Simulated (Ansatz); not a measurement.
`S[Si]1([ZnH])N[SiH2]1`. Charge 0, multiplicity 1.

```csv
atom,x (Å),y (Å),z (Å)
S1,-0.5974,1.6867,-1.8215
Si2,0.2836,0.2969,-0.4344
Zn3,2.6199,0.2190,-0.8439
N4,-0.3167,0.3127,1.1971
Si5,-0.9710,-1.2016,0.6752
H6,-1.8789,1.3566,-1.5839
H7,4.1509,0.1065,-1.0852
H8,-0.3390,0.9231,1.9966
H9,-0.5012,-2.4254,1.3810
H10,-2.4502,-1.2746,0.5191
```

Problem. What are the harmonic wavenumbers in cm⁻¹ at PBE0-D4/def2-TZVP (Ansatz, finite differences of forces, unscaled)? (An estimate is asked.)

Solution. Ansatz gave: 72, 100, 126, 170, 235, 271, 345, 412, 420, 465, 511, 528, 648, 652, 714, 765, 905, 957, 1002, 1861, 2196, 2203, 2697, 3636.

Problem. Is this a minimum?

Solution. Yes, all 24 modes are real.

Problem. Give the ideal-gas thermochemistry at 298.15 K and 1 bar (rigid rotor, harmonic oscillator; point group C1, symmetry number 1).

Solution. Zero-point energy 130.9 kJ/mol; H(298) − E = 156.6 kJ/mol; entropy 394.0 J/(mol·K), of which translation 173.1, rotation 124.6, vibration 96.3; G(298) − E = 39.2 kJ/mol. Modes under 100 cm⁻¹ are hindered rotations or soft bends, so the harmonic entropy is rough.
